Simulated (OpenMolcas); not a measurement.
An OpenMolcas run meant for Zr III (ANO-R0, X2C; inactive shells 1s 2s 2p 3s 3p 3d 4s 4p; intended active space 2 electrons in 5 orbitals (4d)). One step of its input:

```
&RASSCF
FileOrb=start.orb
Symmetry=1
Spin=3
nActEl=2 0 0
Inactive=9 9
Ras2=5 0
CIRoot=10 10 1
SDav=10
CIMx=300
Iter=5 100
PrWF=0.3
OrbListing=Nothing
MaxOrb=0
Atom
>>> COPY $Project.JobIph JOB001
```

Lines from the output:

```
...
      sym 1:   0.289376   0.710624  -0.000000   0.710624   0.289376
      Natural orbitals and occupation numbers for root  2
      sym 1:   0.000000   0.395292   0.604708   0.604708   0.395292
      Natural orbitals and occupation numbers for root  3
      sym 1:   0.711997   0.711997   0.288003   0.288003  -0.000000
::    RASSCF root number  1 Total energy:  -3595.54067647
::    RASSCF root number  2 Total energy:  -3595.54067647
::    RASSCF root number  3 Total energy:  -3595.54067647
::    RASSCF root number  4 Total energy:  -3595.54067647
::    RASSCF root number  5 Total energy:  -3595.54067647
::    RASSCF root number  6 Total energy:  -3595.54067647
::    RASSCF root number  7 Total energy:  -3595.54067647
::    RASSCF root number  8 Total energy:  -3595.50199092
::    RASSCF root number  9 Total energy:  -3595.50199092
::    RASSCF root number 10 Total energy:  -3595.50199092
                  YZ=  2.1573E-01              ZZ= -1.7231E+00
--
  Molden files will not be produced
      Average orbitals are written to the RASORB file
--- Stop Module: rasscf at  /rc=_RC_NOT_CONVERGED_ ---
.#######################.
.# Convergence problem #.
.#######################.
```

**Question.** What is wrong with the input?

**Answer.** The iteration limit is far too low, so the equations stop before they converge.
